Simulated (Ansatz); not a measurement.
Consider the hydrogenolysis of a C–F bond: `FC1(Br)O[SiH2]1` + H₂ → `BrC1O[SiH2]1` + H–F.

Gas-phase electronic energies from Ansatz, PBE0-D4/def2-TZVP geometries. CCSD(T)/CBS is the MP2 limit (def2-TZVPP, def2-QZVPP) plus CCSD(T) − MP2 in def2-TZVPP, frozen cores. This one scheme is used for every species. Functionals use def2-TZVPP. HSE06 is defined as in plane-wave codes. For Br outer-core shells are correlated without core-valence functions, which leaves a few kJ/mol of doubt a bond. Scalar relativity is left out up to krypton.

| level | ΔE (kJ/mol) | difference from CCSD(T)/CBS |
| --- | --- | --- |
| HSE06-D4 | -82.2 | 11.0 |
| CAM-B3LYP-D4 | -77.4 | 15.8 |
| ωB97X-V | -76.6 | 16.6 |
| B2PLYP | -85.3 | 7.9 |
| BLYP | -73.3 | 19.9 |
| r2SCAN | -71.5 | 21.7 |
| PBE0 | -83.6 | 9.6 |
| LC-ωPBE | -83.4 | 9.8 |
| HF/def2-SVP | -87.4 | 5.8 |
| MP2/def2-SVP | -75.5 | 17.7 |
| MP2/def2-TZVPP | -94.7 | -1.5 |
| CCSD/def2-TZVPP | -94.3 | -1.1 |
| CCSD(T)/def2-TZVPP | -90.1 | 3.1 |
| HF/def2-QZVPP | -96.1 | -2.9 |
| MP2/CBS(def2) | -97.7 | -4.5 |
| CCSD/CBS(def2) | -97.4 | -4.2 |
| CCSD(T)/CBS | -93.2 | 0 |

Largest T1 diagnostic among the species: 0.013.

At CCSD(T), def2-SVP lies +21.2 kJ/mol from the extrapolated value and def2-TZVPP +3.1 kJ/mol. Leaving LDA and LC-ωPBE aside and taking each functional with its dispersion term where it has one, the values, not all of them listed here, spread over 21.7 kJ/mol, from PBE-QIDH to BLYP-D4. LDA lies +7.9 kJ/mol from PBE without D4. From r2SCAN to r2SCAN0 (25 % exact exchange), in def2-TZVPP and without D4, ΔE moves by −10.0 kJ/mol.

CCSD(T)/CBS has its own doubt, a few kJ/mol and more with outer-core shells, so smaller differences from it don't rank the levels.
